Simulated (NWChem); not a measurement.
SiPH5O; SMILES O[SiH2]P

```xyz
8

Si    -0.5466     0.6123    -0.0019
O      0.6418     1.7836     0.0647
P      0.1230    -1.5586     0.0191
H     -1.3665     0.8355     1.2117
H     -1.3945     0.7521    -1.2219
H      1.2740     1.8023    -0.6674
H      1.1497    -1.3943     0.9923
H      1.0117    -1.4570    -1.0915
```
Atoms are numbered in this order, from 1.

All runs: NWChem. Pople sets run with spherical d functions. The geometry was optimised at B3LYP/6-31G* (spherical d). Ions are spin-unrestricted doublets at the neutral geometry; other ion states weren't tried.

### Question
Order these by “vertical ionisation energy, ΔSCF (eV)”, lowest first: PBE/6-31G*; B3LYP/6-31G*; M06-2X/6-31G*.

### Answer
PBE/6-31G* (9.25), B3LYP/6-31G* (9.48), M06-2X/6-31G* (9.64)
